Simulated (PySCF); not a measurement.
C3H3Cl2F, SMILES Cl/C(C)=C(\Cl)F. Coordinates come from a PBE-D3(BJ)/def2-SVP optimisation.

Give the equilibrium geometry at PBE-D3(BJ)/def2-SVP (PySCF confirms it by a frequency run) as Cartesian coordinates in Å, and its point group. (An estimate is asked for; the answer gives what the named calculation found.)

point group Cs.
```xyz
9

C     -1.5008    -1.6757     0.0000
C     -0.3470    -0.7236     0.0000
Cl     1.2422    -1.4304     0.0000
C     -0.4852     0.6233     0.0000
F     -1.6999     1.1882     0.0000
Cl     0.7981     1.7688     0.0000
H     -2.4604    -1.1266     0.0000
H     -1.4644    -2.3325     0.8939
H     -1.4644    -2.3325    -0.8939
```
